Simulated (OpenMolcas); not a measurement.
# V3+ in MgO: curves along the breathing mode

V3+ with its 6 nearest oxide ions, on the Mg site of MgO (a = 4.2112 Å, distance in the model lattice 2.106 Å). The rest of the host is ab initio model potentials to 7.6 Å, with orthogonalisation functions on the cations behind the ligands, and point charges beyond; the distance is set by hand and nothing relaxes, and no local charge compensation is placed. Ligand basis ANO-RCC-VDZP.

| Quantity | Value |
| --- | --- |
| Program | OpenMolcas 26.06 |
| Method | CASSCF |
| Basis | ANO-RCC-VDZP [5s4p2d1f] |
| Scalar Hamiltonian | DKH2, point nucleus |
| Active space | 2 electrons in 5 orbitals (3d) |
| State averaging | 2S+1 = 3 even, 10 roots; 2S+1 = 1 even, 15 roots |
| Spin-orbit coupling | state interaction with AMFI integrals over the reference wave functions |

Spin-free energies (labels of O, the rotations of Oh) in cm-1 above the lowest fitted minimum, as all ligands move together:

```csv
R (Å),3T1,1T2,1E,3T2,1A1,3T1(2),1T2(2)
1.915,4000,16770,17030,24350,31720,36530,38800
1.96,490,13330,13610,19190,28080,31450,33720
2.005,260,13160,13460,17530,27710,29860,32120
2.05,2920,15870,16190,18970,30220,31350,33600
2.095,8160,21150,21490,23170,35310,35580,37820
2.14,15750,28780,29140,29890,42760,42320,44540
2.185,25540,38600,38980,38950,52430,51380,53580
```

Cubic fits give the following; the wavenumber is harmonic, with the mass of all moving ligands, small differences in it between states hang on the degree of the fit, a number in brackets counts states of one label, and the table is a selection of at most 14 states with clean curves.

```json
{"State": "3T1", "R0 (Å)": "1.986", "Breathing mode (cm-1)": "723", "Minimum (cm-1)": "0"}
{"State": "1T2", "R0 (Å)": "1.986", "Breathing mode (cm-1)": "723", "Minimum (cm-1)": "12870"}
{"State": "1E", "R0 (Å)": "1.985", "Breathing mode (cm-1)": "723", "Minimum (cm-1)": "13170"}
{"State": "3T2", "R0 (Å)": "2.006", "Breathing mode (cm-1)": "734", "Minimum (cm-1)": "17530"}
{"State": "1A1", "R0 (Å)": "1.989", "Breathing mode (cm-1)": "721", "Minimum (cm-1)": "27500"}
{"State": "3T1(2)", "R0 (Å)": "2.006", "Breathing mode (cm-1)": "732", "Minimum (cm-1)": "29860"}
{"State": "1T2(2)", "R0 (Å)": "2.006", "Breathing mode (cm-1)": "732", "Minimum (cm-1)": "32110"}
{"State": "3A2", "R0 (Å)": "2.026", "Breathing mode (cm-1)": "743", "Minimum (cm-1)": "36190"}
{"State": "1T1", "R0 (Å)": "2.006", "Breathing mode (cm-1)": "731", "Minimum (cm-1)": "35410"}
{"State": "1E(2)", "R0 (Å)": "2.026", "Breathing mode (cm-1)": "739", "Minimum (cm-1)": "51190"}
{"State": "1A1(2)", "R0 (Å)": "2.023", "Breathing mode (cm-1)": "737", "Minimum (cm-1)": "69620"}
```

The minimum of 3T2 is shifted by +0.0200 Å against 3T1 (from the unrounded fits). With M = 96.0 u for the moving shell, the Huang-Rhys factor in this mode is S = M ω ΔR² / 2ħ = 0.01483 × 96.0 × 723 × 0.0200² = 0.41. Only the first shell moves, against a rigid host.

An orbital triplet at a regular site is open to Jahn-Teller coupling, which can distort the site and quench the lowest spin-orbit gaps and is left out. Without dynamic correlation the repulsion within the d shell is too large (B by tens of per cent), so at a given field states of lower spin stand too high. Ligand-to-metal charge-transfer states are missing. With no ligand orbital active B as a rule stays too high, so bands that hang on it stand too high and its fall with covalency is understated. With metal d orbitals alone and no dynamic correlation 10Dq can be off by a tenth to a fifth, either way, in oxide and fluoride hosts. The least metal-like active orbital is 84 % on the metal (Löwdin) and no ligand orbital is active, so the numbers are rough (holds for R = 1.915; R = 1.96). The least metal-like active orbital is 85 % on the metal (Löwdin) and no ligand orbital is active, so the numbers are rough (holds for R = 2.005). No measured value stands beside these numbers.
